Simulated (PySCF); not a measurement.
C₂H₇N₂Si (doublet state).
Geometry (GFN2-xTB, Å), atoms numbered from 1 in this order:
```xyz
12
C2H7N2Si angstrom
C      2.334   -0.961    0.058
C      1.115   -1.008   -0.354
Si    -0.362   -0.006    0.383
N     -1.691   -0.421   -0.635
N     -0.261    1.712    0.252
H      2.834   -0.442    0.849
H      0.838   -1.627   -1.199
H     -0.466   -0.266    1.823
H     -2.537    0.117   -0.531
H     -1.918   -1.395   -0.749
H     -0.372    2.119   -0.663
H      0.487    2.177    0.739
```

The hyperfine couplings belong to this conformer and change with its torsions.

The species is `[H]/[C]=C\[SiH](N)N` [radical].

Computed with UKS B3LYP, pcH-1 on C H N Si, non-relativistic, mean-field spin-orbit, GIAO (PySCF 2.14.0). Isolated species at its GFN2-xTB geometry (one conformer only). Couplings are sensitive to structure, and on GFN2-xTB geometries they can be far from those on DFT ones. No stability test was run, so a lower SCF solution isn't excluded.

Task: Give the principal g shifts and their parts.

Result: 
| Δg (ppm) | 1 | 2 | 3 |
| --- | --- | --- | --- |
| relativistic mass correction | -153 | -153 | -153 |
| gauge correction | 23 | 9 | -45 |
| orbital Zeeman/spin–orbit | -806 | -34 | 800 |
| total | -936 | -178 | 602 |

So g = 2.00138, 2.00214, 2.00292 and g_iso = 2.00215; the tensor is rhombic: the two nearest values differ by 49 % of g3 − g1. Axes: g1 points within 13° of the C1–H6 bond and g2 points within 2° of the C2–Si3 bond.

Task: How much does each term add to the isotropic shift?

Result: The mass correction -153, the orbital-Zeeman/spin–orbit term -14 and the gauge correction -4 ppm, for a total of -170 ppm. The mass correction is the largest in size. The mass correction is the same along every axis, so the anisotropy comes from the other two: their spans along these axes are 68 (gauge) and 1606 ppm (orbital Zeeman/spin–orbit).

Task: What are the electron Larmor frequencies g μB B/h along the three axes at 350 mT?

Result: 9.8041, 9.8079, 9.8117 GHz for g1, g2 and g3, a range of 7.5 MHz.

Task: What effective moment and Curie constant follow for a powder?

Result: With the mean of g² = 4.0086 and S(S+1) = 0.75: μ_eff = √(⟨g²⟩S(S+1)) = 1.734 μB and χT = 0.12505·⟨g²⟩·S(S+1) = 0.376 cm³ K/mol (cgs; spin-Hamiltonian part alone).

Task: In a frozen sample, at which fields do the three g values resonate at 9.5, 34, 94 and 263 GHz (hyperfine left aside), and which band first spreads them over more than twice a line width of 1.0 mT?

Result: 
| band | GHz | B(g3) mT | B(g2) mT | B(g1) mT | spread mT |
| --- | --- | --- | --- | --- | --- |
| X | 9.5 | 338.88 | 339.01 | 339.14 | 0.26 |
| Q | 34.0 | 1212.84 | 1213.31 | 1213.77 | 0.93 |
| W | 94.0 | 3353.14 | 3354.45 | 3355.72 | 2.58 |
| J | 263.0 | 9381.67 | 9385.33 | 9388.88 | 7.21 |

The spread grows in proportion to the frequency. W band is the first where it exceeds 2.0 mT.

Largest spin populations (Mulliken): C1 (+0.95), C2 (-0.14), Si3 (+0.09) and H7 (+0.06). No atom but C1 exceeds +0.15.

The HOMO–LUMO gaps are 5.46 eV among the α and 5.06 eV among the β orbitals.
